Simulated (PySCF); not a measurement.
# Relaxation of quintet HW(OH)

Method: UPBE0/[W def2-TZVP with ECP60, H def2-TZVP, O def2-TZVP], scalar-relativistic core potentials, density fitting, no spin–orbit coupling, PySCF. A (50,194) grid was used.

A start displaced from a saddle point along its imaginary mode, with no symmetry imposed:

Coordinates in bohr (charge 0 multiplicity 5):
```
W     0.0020   -0.0023    0.2950
H    -0.1802    0.2268    3.7236
O    -0.0890    0.0097   -3.3381
H     1.2318    0.0450   -4.5853
```

Problem. What does it relax to?

Solution. It ends at C1 with O–H 0.963 Å, W–H 1.734 Å, W–O 1.895 Å; H–O–W 120.9°, H–W–O 123.4° (after a last refinement on a finer grid). A frequency run shows a minimum. Other isomers or separated fragments may lie lower.

Problem. How much energy is released, and in how many steps?

Solution. 56.3 kJ/mol in 16 steps.

Other spin states or occupations of the open shell can lie lower. With an element this heavy the missing spin–orbit coupling can shift these numbers.

The relaxation took 33 s on 2 threads of a shared Arm Neoverse V2 host, with 83 basis functions and 17 gradients; the process peaked at 0.96 GiB. Launch command: `OMP_NUM_THREADS=2 python axn.py task.json out`.
